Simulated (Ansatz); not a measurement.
Consider the formal exchange of groups at a B–Si bond: `[SiH3][BH][GaH2]` + CH₄ → `C[BH][GaH2]` + SiH₄.

Calculated with Ansatz (gas phase, PBE0-D4/def2-TZVP geometries, no zero-point term in ΔE). CCSD(T)/CBS adds triple-zeta CCSD(T) − MP2 to the extrapolated MP2 energy (def2 sets, frozen cores). This one scheme is used for every species. DFT in def2-TZVPP. B3LYP here is the variant with VWN-RPA as its local correlation; programs differ in this. HSE06 is defined as in plane-wave codes. For Ga outer-core shells are correlated without core-valence functions, which leaves a few kJ/mol of doubt a bond. Scalar relativity is left out up to krypton.

```json
{"level": "LDA (SPW92)", "ΔE (kcal/mol)": "-0.8", "difference from CCSD(T)/CBS": "0.0"}
{"level": "B3LYP-D4", "ΔE (kcal/mol)": "-1.1", "difference from CCSD(T)/CBS": "-0.3"}
{"level": "HSE06-D4", "ΔE (kcal/mol)": "-0.1", "difference from CCSD(T)/CBS": "0.7"}
{"level": "BHLYP-D4", "ΔE (kcal/mol)": "-1.4", "difference from CCSD(T)/CBS": "-0.6"}
{"level": "ωB97X-V", "ΔE (kcal/mol)": "-1.4", "difference from CCSD(T)/CBS": "-0.6"}
{"level": "PBE0", "ΔE (kcal/mol)": "-0.4", "difference from CCSD(T)/CBS": "0.4"}
{"level": "r2SCAN0", "ΔE (kcal/mol)": "-0.9", "difference from CCSD(T)/CBS": "-0.1"}
{"level": "HSE06", "ΔE (kcal/mol)": "-0.4", "difference from CCSD(T)/CBS": "0.4"}
{"level": "BHLYP", "ΔE (kcal/mol)": "-2.2", "difference from CCSD(T)/CBS": "-1.4"}
{"level": "CAM-B3LYP", "ΔE (kcal/mol)": "-2.4", "difference from CCSD(T)/CBS": "-1.6"}
{"level": "HF/def2-SVP", "ΔE (kcal/mol)": "-3.1", "difference from CCSD(T)/CBS": "-2.3"}
{"level": "CCSD/def2-SVP", "ΔE (kcal/mol)": "-1.9", "difference from CCSD(T)/CBS": "-1.1"}
{"level": "SCS-MP2/def2-TZVPP", "ΔE (kcal/mol)": "-2.3", "difference from CCSD(T)/CBS": "-1.5"}
{"level": "HF/def2-QZVPP", "ΔE (kcal/mol)": "-2.8", "difference from CCSD(T)/CBS": "-2.0"}
{"level": "MP2/def2-QZVPP", "ΔE (kcal/mol)": "-2.1", "difference from CCSD(T)/CBS": "-1.3"}
{"level": "HF/CBS(def2)", "ΔE (kcal/mol)": "-2.9", "difference from CCSD(T)/CBS": "-2.1"}
{"level": "CCSD(T)/CBS", "ΔE (kcal/mol)": "-0.8", "difference from CCSD(T)/CBS": "0"}
```

Largest T1 diagnostic among the species: 0.015.

Leaving LDA and LC-ωPBE aside and taking each functional with its dispersion term where it has one, the values, not all of them listed here, spread over 2.7 kcal/mol, from ωB97M-V to PBE-D4. LDA lies −1.0 kcal/mol from PBE without D4. From BLYP to BHLYP (50 % exact exchange), in def2-TZVPP and without D4, ΔE moves by −1.1 kcal/mol.
